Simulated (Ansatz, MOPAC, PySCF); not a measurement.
Molecule: SnF₃, charge 0, multiplicity 2. SMILES: [F][Sn]([F])[F]
Geometry: optimised at B3LYP-D3(BJ)/def2-TZVP (Ansatz, a program for electronic structure).

Unscaled harmonic wavenumbers (cm⁻¹) in rising order, each level at the stationary point that it reaches from this structure (no distance between atoms moves by over 0.3 Å); the order of modes can differ between levels, and a negative number is imaginary. B3LYP-D3(BJ)/def2-TZVP (PySCF, at the structure above): 148, 148, 176, 587, 602, 602.

PM3 (MOPAC): 149, 149, 164, 780, 796, 796. Zero-point energy 4.1 against 3.2 kcal/mol; where all levels lie over 400 cm⁻¹, the wavenumbers are on average 1.324 times those of B3LYP-D3(BJ)/def2-TZVP.

PM7 (MOPAC): 109, 141, 141, 616, 662, 662. Zero-point energy 3.3 against 3.2 kcal/mol; where all levels lie over 400 cm⁻¹, the wavenumbers are on average 1.083 times those of B3LYP-D3(BJ)/def2-TZVP.

HF/6-31G* with LANL2DZ past Ar (Ansatz): 203, 203, 254, 695, 705, 705. Zero-point energy 4.0 against 3.2 kcal/mol; where all levels lie over 400 cm⁻¹, the wavenumbers are on average 1.175 times those of B3LYP-D3(BJ)/def2-TZVP.
